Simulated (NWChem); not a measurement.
# Correlation energy of C2H2F

SMILES: [CH]=CF
```xyz
5

C     -0.8840    -0.9119     0.0000
C      0.2940    -0.3326     0.0000
F      0.4714     1.0048     0.0000
H     -1.9495    -0.7010     0.0000
H      1.2470    -0.8746     0.0000
```
Charge 0, spin multiplicity 2.

The numbers come from NWChem runs, not from measurements. The geometry was optimised at UB3LYP/def2-SVP, a minimum by its harmonic frequencies.

Basis set: 3-21G. Each correlation energy counts from its own Hartree-Fock reference.

The correlated methods keep 3 core orbitals frozen. The structure started from a generated list of species. The unpaired electrons of the parent sit in orbitals of symmetry a' (Cs labels of the run); other states weren't searched. The stability of the SCF solutions was not checked. Open-shell Hartree-Fock references start from PBE0 orbitals. Coupled-cluster values serve here as a point of comparison, not as the truth.

### Question
For the correlation energy, CCSD on ROHF gives -299.8 mHa and CCSD[T] on ROHF gives -308.5 mHa. What do CCSD(T) on ROHF, CCSDT on ROHF give?

### Answer
CCSD(T) on ROHF: -307.7 mHa; CCSDT on ROHF: -308.1 mHa.
